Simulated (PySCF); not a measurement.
N-methylmethanimine (C2H5N), SMILES C=NC. Atoms are numbered in the order given.

```xyz
8

C      0.1359    -1.1457     0.0000
N     -0.5377     0.1375     0.0000
C      0.1823     1.1825     0.0000
H     -0.1881    -1.7187    -0.8823
H     -0.1881    -1.7187     0.8823
H      1.2418    -1.0725     0.0000
H      1.2911     1.1603     0.0000
H     -0.3023     2.1668     0.0000
```

Coordinates come from a PBE-D3(BJ)/def2-TZVP optimisation.

Method: PBE-D3(BJ)/def2-TZVP in PySCF 2.14.0.

Frequencies are harmonic and unscaled.

```tsv
mode	ν (cm⁻¹)	IR (km/mol)	moving atoms (share of kinetic energy)
1	221	8.1	H 79 %, N 15 %
2	464	6.2	H 44 %, C 30 %, N 26 %
3	678	1.6	H 95 %
4	951	14.1	C 55 %, N 27 %, H 18 %
5	1015	19.6	H 73 %, C 26 %
6	1083	0.1	H 78 %, C 21 %
7	1100	0.3	H 69 %, C 21 %, N 10 %
8	1192	17.5	H 57 %, C 23 %, N 20 %
9	1375	1.1	H 84 %, C 16 %
10	1420	5.6	H 96 %
11	1423	3.5	H 93 %
12	1454	21.4	H 91 %
13	1685	14.0	C 49 %, N 43 %, H 8 %
14	2893	29.8	H 95 %
15	2898	103.2	H 95 %
16	3003	21.0	H 92 %
17	3023	11.8	H 91 %, C 9 %
18	3057	28.6	H 91 %, C 9 %
```
